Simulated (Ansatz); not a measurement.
Isolated molecules relaxed with PBE0-D4/def2-TZVP in Ansatz; ΔE leaves out vibrations. CCSD(T)/CBS adds triple-zeta CCSD(T) − MP2 to the extrapolated MP2 energy (def2 sets, frozen cores). This one scheme is used for every species. Functionals use def2-TZVPP. B3LYP here is the variant with VWN-RPA as its local correlation; programs differ in this. def2 core potentials past Kr. For I, Zr outer-core shells are correlated without core-valence functions, which leaves a few kJ/mol of doubt a bond. One conformer a species, not always the lowest.

`[CH3][Zr]([NH2])([NH2])[NH2]` + HI → `[NH2][Zr]([NH2])([NH2])[I]` + CH₄  (ligand exchange at a Zr–C bond)

CCSD(T)/CBS gives -230.6 kJ/mol.

Problem. Another level gave -234.9 kJ/mol. Which?
A. BLYP/def2-TZVPP
B. B3LYP-D4/def2-TZVPP
C. r2SCANh-D4/def2-TZVPP
D. HF/def2-TZVPP

Solution. C. r2SCANh-D4 -234.9, B3LYP-D4 -228.5, BLYP -220.2, HF/def2-TZVPP -242.7 kJ/mol.

Problem. What do rigid-rotor, harmonic-oscillator terms from PBE0-D4/def2-TZVP frequencies (298.15 K, 1 bar) make of the CCSD(T)/CBS value? (Best estimate.)

Solution. The calculation gave: ΔZPE = +18.2 kJ/mol, ΔH = -214.2 kJ/mol, ΔS = -20 J/(mol·K), ΔG = -208.2 kJ/mol.

Largest T1 diagnostic among the species: 0.015.

Leaving LDA and LC-ωPBE aside and taking each functional with its dispersion term where it has one, the values, not all of them listed here, spread over 17.6 kJ/mol, from PBE-QIDH to revPBE-D4. From PBE to PBE0 (25 % exact exchange), in def2-TZVPP and without D4, ΔE moves by −6.5 kJ/mol.
